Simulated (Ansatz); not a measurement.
A run for Ansatz (a quantum-chemistry and plane-wave program): R-CCSD(T)/cc-pVTZ on methylammonium (SMILES C[NH3+]), atoms moved off the minimum. Charge +1.

Ansatz 0.2 input:
```yaml
crystal:
  periodic: [false, false, false]
  atoms:
    - {symbol: C, position_ang: [-0.78745302, 0.12211839, 0.05513588]}
    - {symbol: N, position_ang: [0.79582880, -0.00745561, 0.02901999]}
    - {symbol: H, position_ang: [-1.16530154, -0.54243316, -0.78513625]}
    - {symbol: H, position_ang: [-0.97493947, 1.22833099, -0.22980149]}
    - {symbol: H, position_ang: [-1.18466849, -0.09274527, 0.97370240]}
    - {symbol: H, position_ang: [0.87990699, -1.01785400, 0.18135065]}
    - {symbol: H, position_ang: [1.13199163, 0.51835269, 0.70352553]}
    - {symbol: H, position_ang: [1.14653356, 0.13925231, -0.83449307]}
basis:
  gaussian:
    orbitals: cc-pVTZ
total_charge: 1
magnetization: {spin_polarized: false}
correlation: {method: ccsd_t, electrons: outside_noble_gas}
scf: {lower_state_search: off}
output: {forces: true}
```

The head of its log:

```
WARN ansatz: RAYON_NUM_THREADS=1 ignored (pool sized by the plan → 1); use --threads N
Functional definition: HF
these checks for a lower state are left out or cut short: starts, cluster_reference, orbital_swaps, neighbouring_geometries, increment
integrals: 0.31 GiB planned
797 factors; integrals over basis functions are off by at most 8.9e-4 eV
mean field: 0.26 GiB planned
mean field evaluation 1: about -2597.5251 eV, gradient 4.2e1 eV
mean field evaluation 2: about -2597.5256 eV, gradient 4.2e1 eV
mean field evaluation 4: about -2601.0496 eV, gradient 2.5e0 eV
mean field evaluation 8: about -2601.0726 eV, gradient 9.1e-5 eV
mean field -2601.07264286 eV, -95.5876565546 hartree, gradient 1.3e-6 eV, S^2 0.000000; 0 other end points of the search recorded, 0 dependent functions left out
2 core orbitals not correlated
reference -2601.07264286 eV, -95.5876565546 hartree; 7, 7 occupied and 135, 135 virtual orbitals, 797 factors
densities: 1.45 GiB planned
```

Give the final energy of this run.

-96.0250 hartree (reference determinant -95.5877, T1 diagnostic 0.007).
